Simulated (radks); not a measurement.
Results of a calculation; reference values are marked as such.
Species: neutral tantalum. Configuration: [Xe] 4f14 5d3 6s2.

Code: a radial shooting solver on a logarithmic mesh with Libxc functionals. Model: Dirac Kohn-Sham, PBE, spin-unpolarised, spherical densities, finite nucleus; open shells are shared between the two j in proportion to 2j + 1; Fermi nuclear charge, rms radius 5.3507 fm.

Energy parts (Ry):
| part | energy |
|---|---|
| total | -31247.2008 |
| kinetic | 35062.0667 |
| electron-nucleus | -77921.0453 |
| Hartree | 12246.3753 |
| exchange-correlation | -634.5976 |

Orbitals (lengths in bohr, moments of r in powers of bohr; r(max) is where P^2 peaks):
orbital  occ.  eigenvalue (Ry)   r(max)
1s1/2       2        -4943.088  0.01168
2s1/2       2        -848.7522  0.06705
2p1/2       2        -811.2993  0.04993
2p3/2       4        -717.9460  0.05666
3s1/2       2        -194.4239   0.1889
3p1/2       2        -177.7431   0.1770
3p3/2       4        -157.6459   0.1908
3d3/2       4        -129.4275   0.1497
3d5/2       6        -125.0499   0.1535
4s1/2       2        -39.63617   0.4294
4p1/2       2        -32.75307   0.4295
4p3/2       4        -28.12613   0.4587
4d3/2       4        -16.80452   0.4564
4d5/2       6        -15.95449   0.4657
4f5/2       6         -1.89210   0.4388
4f7/2       8         -1.74644   0.4439
5s1/2       2         -5.35099   0.9896
5p1/2       2         -3.35812    1.066
5p3/2       4         -2.71518    1.151
5d3/2     1.2         -0.29058    1.551
5d5/2     1.8         -0.24764    1.606
6s1/2       2         -0.40013    2.772
6p1/2       0         -0.12609    3.608
6p3/2       0         -0.09411    3.993

The highest occupied level is 5d5/2 at -3.369 eV. For comparison, the ionisation energy in NIST's Atomic Spectra Database is 7.550 eV (measured). In exact Kohn-Sham theory the highest level is minus the ionisation energy, but local and semilocal functionals leave it too shallow, through self-interaction and a potential that decays too fast; potentials with the right tail come closer. The density falls to 0.001 e/bohr^3 at r = 4.89 bohr. Summed over all electrons, <r^2> = 71.49 bohr^2, which gives a Langevin (diamagnetic) susceptibility term of -56.6 x 10^-6 cm^3/mol.

Beside tabulated values, note that spin-unpolarised runs miss the spin-polarisation part of the exchange energy of open shells.
